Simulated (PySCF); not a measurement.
Energy of Pm²⁺ (promethium, charge +2) between two integer charges

The 4f alpha orbital of [Xe] 4f5 is emptied in steps (occupation f), with all orbitals relaxed, ending at [Xe] 4f4. Computed with PySCF 2.14 in def2-TZVP with the def2 core potential (28 electrons) (10s7p5d4f1g, 93 functions), with a scalar-relativistic core potential. The exact energy is a straight line in f; departures are measured from the line between the end points of the same method.

```tsv
f	B3LYP (eV)
1	0.000
0.8	-0.910
0.6	-1.377
0.4	-1.388
0.2	-0.933
0	0.000
```

| method | E(f=0) − E(f=1) (eV) | −ε at f=1 (eV) | −ε at f=0.4 (eV) |
| --- | --- | --- | --- |
| B3LYP | 23.469 | 17.835 | 24.569 |

Orbital energy along the path (eV):

```tsv
f	B3LYP
1	-17.835
0.8	-20.016
0.6	-22.262
0.4	-24.569
0.2	-26.931
0	-29.346
```

Reference removal energy between the ground levels: 22.44 ± 0.08 eV (semi-empirical (NIST evaluation); NIST Atomic Spectra Database, ionization energies). The calculation has no spin-orbit coupling. The determinant left behind need not be the lowest term of the ion.
